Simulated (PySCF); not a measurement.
## Bonding in `CCCC[SiH2][C@H](F)Cl`

Species: C5H12ClFSi.
Numbering: `[CH3:1][CH2:2][CH2:3][CH2:4][SiH2:5][C@H:6]([F:7])[Cl:8]` (hydrogens: H9, H10, H11 on C1; H12, H13 on C2; H14, H15 on C3; H16, H17 on C4; H18, H19 on Si5; H20 on C6)

Structure used (GFN2-xTB), in Å, numbered top down from 1:
```
atom  x, y, z in Å
C1     2.3439    0.9244    0.1099
C2     1.8845   -0.2494   -0.7459
C3     0.9825   -1.2255    0.0058
C4    -0.3160   -0.6069    0.5256
Si5   -1.3761    0.2323   -0.8032
C6    -3.1064    0.5629   -0.0054
F7    -2.9883    1.3373    1.1142
Cl8   -3.8551   -0.9845    0.4686
H9     1.5057    1.5611    0.3794
H10    3.0660    1.5279   -0.4353
H11    2.8169    0.5676    1.0222
H12    1.3552    0.1247   -1.6252
H13    2.7629   -0.7964   -1.0969
H14    1.5400   -1.6396    0.8505
H15    0.7374   -2.0536   -0.6631
H16   -0.9021   -1.3987    0.9996
H17   -0.0853    0.1116    1.3153
H18   -1.6480   -0.6133   -1.9666
H19   -0.8987    1.5593   -1.2077
H20   -3.8239    1.0694   -0.6546
```

Bond orders from the PBE0/pcSseg-1 density (PySCF). Isolated species at its GFN2-xTB geometry (one conformer only).

(1) How far do the computed orders between heavy atoms stray from the drawn ones?

(2) Set the Mayer orders of the bonds beside their lengths.

## Answers

(1) The largest departure is 0.207, at Si5–C6 (drawn single, 0.793). Drawn single, order below 0.88: Si5–C6 (0.793).

(2) 
| bond | drawn as | length (Å) | Mayer order |
| --- | --- | --- | --- |
| C1–C2 | single | 1.524 | 1.046 |
| C2–C3 | single | 1.527 | 1.044 |
| C3–C4 | single | 1.529 | 1.039 |
| C4–Si5 | single | 1.896 | 0.929 |
| Si5–C6 | single | 1.934 | 0.793 |
| C6–F7 | single | 1.366 | 0.881 |
| C6–Cl8 | single | 1.783 | 0.982 |
| C1–H9 | single | 1.087 | 0.962 |
| C1–H10 | single | 1.088 | 0.970 |
| C1–H11 | single | 1.088 | 0.966 |
| C2–H12 | single | 1.092 | 0.939 |
| C2–H13 | single | 1.093 | 0.956 |
| C3–H14 | single | 1.094 | 0.949 |
| C3–H15 | single | 1.092 | 0.955 |
| C4–H16 | single | 1.093 | 0.940 |
| C4–H17 | single | 1.092 | 0.935 |
| Si5–H18 | single | 1.464 | 0.941 |
| Si5–H19 | single | 1.467 | 0.938 |
| C6–H20 | single | 1.092 | 0.937 |

Bonds between the same two heavy elements. C–C: all 3 within 0.02 of one another (1.039 to 1.046). C–Si: lowest Si5–C6 (0.793, 1.934 Å), highest C4–Si5 (0.929, 1.896 Å).

Sum the orders of all bonds at each heavy atom with more than one neighbour and set the sums beside the valence in the SMILES.

C1 3.944 (drawn 4), C2 3.985 (drawn 4), C3 3.987 (drawn 4), C4 3.843 (drawn 4), Si5 3.601 (drawn 4), C6 3.593 (drawn 4). Orders between atoms that aren't bonded are not in these sums.

Mayer orders depend on the basis set.

These values come from a run that also computed NMR shieldings. On one thread, Arm Neoverse V2 (aarch64), no GPU, shared host with 96 logical CPUs at a one-minute load of 54, this took 39 s wall and 0.93 GiB of memory at its peak.
